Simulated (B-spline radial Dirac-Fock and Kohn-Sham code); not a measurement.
**Tm²⁺: input and output of one calculation**

ΔSCF core binding energies without Breit or QED terms, calculated with an atomic code on a B-spline grid.

Input (task.json):

```json
{"items": [{"Z": 69, "q": 2, "cfg": [[1, 0, 2], [2, 0, 2], [2, 1, 6], [3, 0, 2], [3, 1, 6], [3, 2, 10], [4, 0, 2], [4, 1, 6], [4, 2, 10], [4, 3, 13], [5, 0, 2], [5, 1, 6]], "A": 169, "rrms": 5.2256, "do": "settings", "holes": ["K", "L3", "M5"],
  "settings": [{"rel": "dirac", "method": "hf", "nuc": "fermi", "radius_factor": 1.0, "rmax": 45.0, "h": 0.3, "order": 5, "points": 10, "c_factor": 1.5, "maxit": 60, "damp": 0.8, "ndamp": 3, "tol": 1e-08}]}]}
```

Command: `python xray2_run.py task.json out`

Ground-state iterations:

```
iter   energy (Ha)        error
   1   -13199.28276666  2.68e+00
   2   -13199.47624668  3.04e-01
   3   -13200.34928542  1.59e-01
   4   -13200.61706839  9.03e-02
   5   -13200.47752027  1.37e-01
   6   -13200.71113148  2.83e-02
   7   -13200.72203037  5.54e-04
   8   -13200.72203337  6.20e-05
   9   -13200.72203349  4.72e-05
  10   -13200.72203352  4.05e-06
  11   -13200.72203352  1.40e-07
```

The ground state converged in 11 iterations, with total energy -13200.72203 Ha, virial ratio 1.95990 and highest orbital energy -30.33 eV. ΔSCF binding energies: K (1s) 57224.3 eV, L3 (2p3/2) 8670.4 eV, M5 (3d5/2) 1503.4 eV.
